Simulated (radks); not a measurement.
Coherent X-ray form factor from a spherical all-electron density. All-electron calculation, Dirac Kohn-Sham, BLYP, spin-unpolarised, spherical densities, finite nucleus; Fermi nuclear charge, rms radius of each element as measured or else 0.836 A^(1/3) + 0.57 fm. Program: a radial shooting solver on a logarithmic mesh with Libxc functionals.

sin(theta)/lambda (1/angstrom),f0 (electrons)
0.05,22.939
0.1,22.759
0.15,22.463
0.2,22.058
0.25,21.553
0.3,20.961
0.4,19.564
0.5,17.977
0.6,16.312
0.8,13.118
1,10.498
1.25,8.227
1.5,6.856
2,5.404

The species is in the configuration that NIST lists as its ground one. Which atom or ion scatters so?

Answer. The strontium ion Sr15+, [Ar] 3d5. Extrapolating in s^2 from the first two rows gives f0(0) = 23.0, near the electron count 23; among species with that count, the fall with angle is slower the higher Z, and the table is that of Z = 38; from so few rows the species is fixed only to a neighbour or two.
